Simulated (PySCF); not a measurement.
# One molecule, several mistakes: B2GeH5O cation

All numbers below are calculated, not measured. The program is PySCF 2.14.0, an open-source quantum chemistry code, run on an isolated molecule that a program drew, which may never have been made. The molecule is B2GeH5O cation (charge +1, singlet), drawn as the SMILES string `BO[BH][GeH2+]`.

Each row is a Hartree-Fock (HF) and frozen-core CCSD(T) single point in the cc-pVDZ basis, meant for a local HF minimum. Run 1 is clean. Each other run has one planted mistake out of seven kinds, and not every kind appears here: one electron removed, one electron added, multiplicity raised by two, geometry at a saddle point, minimal basis STO-3G, one bond length entered in bohr, all coordinates scaled. The reference is restricted for singlets and unrestricted otherwise, and also for a bond in bohr. Adding or removing an electron swaps singlet and doublet. Electrons count all cores. HOMO and LUMO are orbital energies over both spins, the gradient is its largest component, and the lowest frequency (negative if imaginary) is given only where the gradient is small. Bond lengths are over the 8 bonds as drawn. T1 is the CCSD diagnostic: over 0.02 (restricted) or 0.045 (unrestricted) a single reference is doubtful. Germanium has the cc-pVDZ-PP basis, with a core potential (ECP10MDF) in place of its 10 inner electrons, and its 3s, 3p and 3d shells are frozen in CCSD(T).

Geometry of the clean run:
```xyz
9
B2GeH5O cation, angstrom
B    -0.5448    0.3156    0.4574
O     0.0391    0.9251    1.5689
B     0.9354    0.8593    2.5107
Ge    0.9482    2.5605    3.8218
H    -0.0845    0.5786   -0.6067
H    -1.4847   -0.3844    0.6569
H     1.7261   -0.0020    2.7291
H     0.1222    2.6686    5.0951
H     1.7826    3.8125    3.5946
```

```
run,electrons,basis functions,<S^2>,HOMO (eV),LUMO (eV),gradient (hartree/bohr),lowest frequency (cm^-1),mean bond (Å),longest bond (Å),T1,HF (hartree),CCSD(T) (hartree),mistake
1,54,90,0.000,-16.43,-5.55,1.4e-05,65,1.4319,2.148,0.0172,-420.30316,-420.77625,no fault
2,54,90,0.086,-12.55,-5.33,8.4e-02,-,1.6708,4.059,0.0368,-420.21196,-420.68571,one bond length entered in bohr
3,54,90,0.000,-16.51,-6.04,1.8e-05,-112,1.4378,2.166,0.0140,-420.30267,-420.77316,geometry at a saddle point
4,55,90,0.768,-7.01,2.14,4.3e-02,-,1.4319,2.148,0.0177,-420.53300,-421.02275,?
5,54,90,2.015,-13.40,-8.00,7.1e-02,-,1.4319,2.148,0.0220,-420.19562,-420.66740,?
```

**Which mistake was planted in run 4, and what did it cost?**

It counts 55 electrons, one more than the clean run, at the same geometry and basis. So the mistake is: one electron added. Subtracting run 1 and multiplying by 627.51 kcal/mol a hartree, the energy moved by -144.2 kcal/mol in HF and -154.7 kcal/mol in CCSD(T).

**Which mistake was planted in run 5, and what did it cost?**

Electrons, basis and geometry are unchanged, and <S^2> is 2.015, beside S(S+1) = 2.00 for a multiplicity of 3. So the mistake is: multiplicity raised by two. Subtracting run 1 and multiplying by 627.51 kcal/mol a hartree, the energy moved by 67.5 kcal/mol in HF and 68.3 kcal/mol in CCSD(T).

